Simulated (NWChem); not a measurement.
System: CH₂BNO; SMILES BN=C=O

Here is an NWChem input.

```
start job
memory heap 200 mb stack 900 mb global 1100 mb
geometry units angstroms noautosym noautoz
  B     -0.803740    -1.689792     0.651811
  H     -0.252181    -2.352869     1.441427
  H     -1.846341    -1.967600     0.198339
  N     -0.185810    -0.520689     0.239099
  C      0.227978     0.502081    -0.200398
  O      0.666827     1.492924    -0.602621
end
basis spherical
  * library def2-svp
end
dft
  xc pbe0
  iterations 150
end
driver
  maxiter 120
end
task dft optimize
task dft freq
```

The level has its own optimisation; frequencies are unscaled.

Problem. What results follow from this input? (PBE0/def2-SVP.) Quantities: r B–H (Å); r B–N (Å); r C–N (Å); r C–O (Å); highest harmonic frequency (cm⁻¹); lowest (cm⁻¹); zero-point energy (kcal/mol); dipole (D).

Solution. 
```yaml
r B–H (Å): 1.208
r B–N (Å): 1.405
r C–N (Å): 1.198
r C–O (Å): 1.166
highest harmonic frequency (cm⁻¹): 2679
lowest (cm⁻¹): 87
zero-point energy (kcal/mol): 21.4
dipole (D): 0.89
```
